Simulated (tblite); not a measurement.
Input of a run (GFN2-xTB geometry optimisation, gas phase (tblite 0.8.0)), started from a force field or distance geometry:
```
{"job": {"kind": "relax", "xc": "GFN2-xTB", "basis": "xTB"}, "charge": 0, "multiplicity": 2}
O     -2.791300    -0.236600    -1.171200
C     -2.466500     0.523900    -0.145900
O     -1.116200     1.046600    -0.336600
C     -0.060700     0.217400    -0.159300
C     -0.049900    -1.093400     0.184700
S      1.492900    -1.862100     0.305600
C      2.366900    -0.384300    -0.305900
F      3.429500    -0.105100     0.516300
C      1.334800     0.708800    -0.340700
O      1.605700     1.894200    -0.521200
H     -3.056200     1.429300     0.036100
H     -2.472500     0.089500     0.881100
H     -0.962300    -1.659400     0.346400
H      2.745100    -0.569200    -1.316500
```

Output (eV, eV/Å):
```
step      E/eV     max force
  0    -892.03521    3.400
  1    -892.16480    3.546
  2    -892.25614    0.912
  3    -892.29143    0.636
  4    -892.33072    0.384
  5    -892.34098    0.306
  6    -892.34965    0.237
  7    -892.35742    0.302
  8    -892.36734    0.316
  9    -892.37506    0.359
 10    -892.38156    0.357
 11    -892.39015    0.337
 12    -892.40550    0.503
 13    -892.42884    0.741
 14    -892.45789    0.741
 15    -892.48968    0.412
 16    -892.50702    0.272
 17    -892.52036    0.293
 18    -892.53652    0.302
 19    -892.54712    0.779
 20    -892.55862    0.301
 21    -892.56960    0.186
 22    -892.58246    0.301
 23    -892.59124    0.350
 24    -892.60004    0.259
 25    -892.60671    0.192
 26    -892.61359    0.228
 27    -892.61987    0.235
 28    -892.62703    0.220
 29    -892.63402    0.198
 30    -892.63916    0.174
 31    -892.64276    0.192
 32    -892.64613    0.131
 33    -892.65012    0.143
 34    -892.65386    0.155
 35    -892.65839    0.140
 36    -892.66080    0.103
 37    -892.66235    0.087
 38    -892.66355    0.095
 39    -892.66481    0.097
 40    -892.66594    0.089
 41    -892.66683    0.094
 42    -892.66751    0.063
 43    -892.66807    0.068
 44    -892.66848    0.060
 45    -892.66921    0.070
 46    -892.67009    0.081
 47    -892.67146    0.135
 48    -892.67327    0.174
 49    -892.67549    0.173
 50    -892.67779    0.156
 51    -892.67987    0.159
 52    -892.68151    0.137
 53    -892.68307    0.128
 54    -892.68456    0.101
 55    -892.68577    0.104
 56    -892.68661    0.083
 57    -892.68662    0.184
 58    -892.68756    0.060
 59    -892.68793    0.048
 60    -892.68870    0.054
 61    -892.68908    0.063
 62    -892.68952    0.078
 63    -892.68980    0.060
 64    -892.69006    0.042
 65    -892.69031    0.044
 66    -892.69059    0.040
 67    -892.69078    0.031
 68    -892.69091    0.029
 69    -892.69100    0.025
 70    -892.69108    0.026
 71    -892.69116    0.031
 72    -892.69121    0.026
 73    -892.69126    0.018
 74    -892.69129    0.014
 75    -892.69132    0.014
 76    -892.69135    0.014
 77    -892.69138    0.017
 78    -892.69142    0.016
 79    -892.69146    0.017
 80    -892.69151    0.018
 81    -892.69158    0.019
 82    -892.69163    0.012
 83    -892.69166    0.016
 84    -892.69168    0.015
 85    -892.69171    0.016
 86    -892.69176    0.022
 87    -892.69185    0.024
 88    -892.69195    0.031
 89    -892.69206    0.036
 90    -892.69216    0.035
 91    -892.69225    0.030
 92    -892.69235    0.027
 93    -892.69245    0.025
 94    -892.69254    0.027
 95    -892.69263    0.030
 96    -892.69272    0.023
 97    -892.69278    0.019
 98    -892.69281    0.014
 99    -892.69283    0.011
100    -892.69285    0.010
```

Q: Summarise the run.

A: The energy falls by 63.5 kJ/mol over 100 L-BFGS steps, the largest force on an atom goes from 3.40 to 0.010 eV/Å, and the atoms move by 0.565 Å rms after alignment. The bond that changes most is O1–C2 (ends: oxygen bonded to C; carbon bonded to 2 O and 2 H), which shortens by 0.051 Å. Bonds longer at the end by more than 0.005 Å: 5 of 14; shorter: 7. Among the angles that change most is O1–C2–O3, from 109.4° to 119.3°. Among the dihedrals that turn most is O1–C2–O3–C4, from -74° to -1°. The energy never rose by more than 1e-5 eV on the way. The first step brought 20 % of the lowering.

Q: What are the final bond lengths?

A: O1–C2 1.266 Å, C2–O3 1.457 Å, O3–C4 1.325 Å, C4=C5 1.364 Å, C5–S6 1.715 Å, S6–C7 1.829 Å, C7–F8 1.356 Å, C7–C9 1.547 Å, C9=O10 1.199 Å, C4–C9 1.476 Å, C2–H11 1.122 Å, C2–H12 1.123 Å, C5–H13 1.075 Å, C7–H14 1.097 Å. Numbering counts from 1 in the input's order; the species is `C1=C(C([C@H](S1)F)=O)OC[O]` [radical].

On one thread of an Arm Neoverse V2, on a shared host, this took 0.63 s wall.

Its GFN2-xTB frequencies are all real (lowest 38 cm⁻¹).

One conformer stands for the species.

The numbers are calculated, not measured.
